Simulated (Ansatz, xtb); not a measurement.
## Relative energy of two isomers of C4H4BFO

Structure a is `OC1=CB(F)C=C1`, a singlet and structure b is `OB1C=CC=C1F`, a singlet. Both are isolated molecules in the gas phase, relaxed with r2SCAN-D4/def2-SVP; the shapes shown needn't be the lowest conformers.

a (Å):

```xyz
11

C    -0.4517    0.8235   -0.6133
C    -0.1372   -0.3268    0.0405
C    -1.0399   -0.7069   -2.3070
C    -0.9897    0.6024   -2.0115
B    -0.4826   -1.4290   -0.9804
F    -0.3606   -2.7437   -0.8384
O    -0.3255    2.0661   -0.1331
H    -0.6193    2.7025   -0.8005
H     0.2622   -0.3504    1.0543
H    -1.3942   -1.1061   -3.2603
H    -1.2840    1.4448   -2.6528
```

b (Å):

```xyz
11

C    -1.1818   -0.5572   -0.0949
C    -1.0337    0.7796    0.0685
C    -0.3985    1.4822   -1.1000
C    -0.1243    0.5765   -2.0544
B    -0.5977   -0.8604   -1.5215
F     0.4448    0.8300   -3.2418
O    -0.5106   -2.0436   -2.1574
H    -0.1088   -1.9715   -3.0348
H    -1.6248   -1.2105    0.6590
H    -1.3335    1.3497    0.9560
H    -0.2057    2.5578   -1.1342
```

Quicker runs give these differences E(b) − E(a): GFN2-xTB +4.9 kcal/mol; HF/STO-3G +4.1 kcal/mol (at GFN2-xTB geometries); r2SCAN-D4/def2-SVP//GFN2-xTB +12.8 kcal/mol.

Q: Estimate E(b) − E(a) at the level CCSD(T)/def2-SVP + ΔMP2/def2-TZVPP.

A: Calculated at CCSD(T)/def2-SVP + ΔMP2/def2-TZVPP: E(b) − E(a) = +11.1 kcal/mol, so structure a lies lower.

Level by level:

| level | geometry | E(b) − E(a) (kcal/mol) | departure from the last row (kcal/mol) | job, with rough time for the two |
| --- | --- | --- | --- | --- |
| GFN2-xTB | GFN2-xTB | +4.9 | −6.2 | optimisation, 0.55 s |
| HF/STO-3G | GFN2-xTB | +4.1 | −7.1 | single point, 1.2 s |
| r2SCAN-D4/def2-SVP//GFN2-xTB | GFN2-xTB | +12.8 | +1.7 | single point, 9 s |
| r2SCAN-D4/def2-SVP | r2SCAN-D4/def2-SVP | +12.2 | +1.1 | optimisation, 82 s |
| HF/def2-SVP | r2SCAN-D4/def2-SVP | +11.5 | +0.4 | part of the CCSD(T) run |
| MP2/def2-SVP | r2SCAN-D4/def2-SVP | +11.4 | +0.3 | part of the CCSD(T) run |
| CCSD(T)/def2-SVP | r2SCAN-D4/def2-SVP | +10.1 | −1.0 | single point |
| CCSD(T)/def2-SVP + ΔMP2/def2-TZVPP | r2SCAN-D4/def2-SVP | +11.1 |  | single point, 2.6 min |

As drawn, b has 1 B–O, 1 C–F in place of 1 C–O, 1 B–F.

The levels shown agree on the order. The largest departure from CCSD(T)/def2-SVP + ΔMP2/def2-TZVPP is that of HF/STO-3G, 7.1 kcal/mol. The last row adds to CCSD(T) the change of the MP2 difference between the two basis sets, here +1.0 kcal/mol.

With thermal terms from frequencies at re-optimised GFN2-xTB minima (ideal gas, soft modes damped towards free rotors, one conformer each, 298.15 K, 1 atm): on the last row, ΔE + ΔZPE = +11.2, ΔH = +11.2, ΔG = +11.1 kcal/mol.

The correlated steps freeze 7 core orbitals. Programs: Ansatz 0.2.0, xtb 6.7.1; the last row on 2 threads of AMD EPYC (Zen 3) on a shared host.
